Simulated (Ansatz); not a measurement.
AlH, SMILES [AlH] (connectivity only; charge and spin as stated), neutral, multiplicity 1.

The structure is a stationary point at B3LYP-D3(BJ)/def2-TZVPD.

Two levels are set side by side: PBE/def2-TZVPD (Ansatz, a first-principles code) and ωB97X-V/def2-TZVPD (Ansatz). Energy differences of separate SCF runs at the same geometry; the states with an electron removed or added have multiplicity 2 and 2. Differences are taken from unrounded values.

```csv
quantity,ωB97X-V
vertical ionisation energy (eV),8.21
vertical singlet–triplet gap (eV),1.95
```

Question: What does PBE give, and how far is it from ωB97X-V? (An estimate is asked for; the answer gives what the named calculation found.)

Answer: 
```json
[
 {"quantity": "vertical ionisation energy (eV)", "PBE": "8.13", "PBE minus ωB97X-V": "-0.08"},
 {"quantity": "vertical singlet–triplet gap (eV)", "PBE": "1.71", "PBE minus ωB97X-V": "-0.24"}
]
```
